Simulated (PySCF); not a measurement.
C₃H₇NO, charge -1, doublet, geometry from GFN2-xTB (a state made from the parent by changing its charge; the spin is typed, not shown lowest) (in this run its highest filled SCF level lies above zero, so its values depend strongly on the basis, on diffuse functions most of all). Base run: B3LYP/3-21G (PySCF).

Geometry (Å):
```xyz
12

C      1.6795    -0.1633     0.4071
N      0.2512    -0.0356     0.4809
C     -0.4205    -1.2999     0.3944
C     -0.2787     0.9546    -0.5205
O     -1.5149     0.8494    -0.8957
H      2.1255     0.8331     0.4224
H      2.0532    -0.7268     1.2750
H      2.0387    -0.6838    -0.5081
H     -1.4561    -1.0762     0.1308
H      0.0013    -1.9702    -0.3819
H     -0.3792    -1.8293     1.3579
H      0.0963     1.9582    -0.1832
```
Charge -1, spin multiplicity 2.
Orbitals are unrestricted.
All else is at PySCF's defaults.
Base energy -247.04675 Eh.

Each row names what was changed in the base input (with any setting that the change needs).

```tsv
change	ΔE vs base (mEh)	SCF cycles	<S^2>
base	0.000	12	0.752
init_guess = 1e	0.000	17	0.752
init_guess = atom	0.000	12	0.752
solver = newton	0.000	-	0.752
level_shift = 1.0 (with mf.max_cycle = 100)	0.000	51	0.752
damp = 0.5; diis_start_cycle = 5	0.000	13	0.752
level_shift = 0.5 (with mf.max_cycle = 100)	0.000	28	0.752
conv_tol_grad = 1e-3	0.000	12	0.752
init_guess = vsap	0.000	13	0.752
conv_tol = 1e-6	0.000	9	0.752
level_shift = 0.1 (with mf.max_cycle = 100)	0.000	15	0.752
level_shift = 0.3 (with mf.max_cycle = 100)	0.000	18	0.752
init_guess = mod_huckel	0.000	15	0.752
```

Open shells are given as the SCF converged; they aren't shown to be the lowest states, and a large step between rows can be another state.
